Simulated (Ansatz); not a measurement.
Z-matrix (Å, degrees):
```
Al
C 1 1.9552
H 2 1.0937 1 113.02
H 2 1.0938 3 108.31 1 125.72
H 2 1.0977 3 106.05 4 114.24
C 1 1.9556 2 120.33 3 144.62
H 6 1.0926 1 113.94 2 159.50
H 6 1.0947 7 108.20 1 125.10
H 6 1.0977 7 106.74 8 113.89
Si 1 2.4671 2 120.24 3 -34.56
H 10 1.4916 1 114.19 2 -13.01
H 10 1.4930 11 106.87 1 124.97
H 10 1.4947 11 106.29 12 112.68
```
Charge 0, multiplicity 1.

Calculation: frozen-core CCSD(T)/cc-pVTZ // r2SCAN-D4/def2-TZVP (Ansatz, a quantum-chemistry and plane-wave program).

```json
{
  "HF energy": "-611.87963 Ha",
  "MP2 correlation energy": "-0.56990 Ha"
}
```

Estimate the CCSD correlation energy, the (T) correction, the total energy and the T1 diagnostic.


- CCSD correlation energy: -0.63251 Ha
- (T) correction: -0.02291 Ha
- CCSD(T) total energy: -612.53506 Ha
- T1 diagnostic: 0.011
